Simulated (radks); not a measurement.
Task: These are the eigenvalues of the occupied orbitals of an atom or ion with whole-number occupations (eV). All-electron calculation, non-relativistic Kohn-Sham, exchange-only B88, spin-polarised, spherical densities, point nucleus. Program: a radial shooting solver on a logarithmic mesh with Libxc functionals.

1s down: -18361.57
1s up: -18361.57
2s up: -2525.593
2s down: -2525.257
2p up: -2320.691
2p down: -2320.450
3s up: -418.3474
3s down: -418.1607
3p up: -340.5038
3p down: -340.2902
3d up: -198.1624
3d down: -197.8392
4s up: -55.0700
4s down: -52.8021
4p up: -33.7347
4p down: -31.1703
5s up: -3.9848
4d up: -3.4172

Which element is it, and in what charge state? The configuration may be excited. Open shells, if any, are filled with parallel spins first.

Result: Z = 41, niobium, charge 0: Nb in [Kr] 4d4 5s1. The list shows which subshells hold electrons but not how many an open one holds; the 1s level, -674.78 hartree, gives Z - s = 36.7 by -(Z - s)^2/2, which with screening narrows Z to a few neighbours, and the depths of the outer levels then fix element, charge and occupations together.
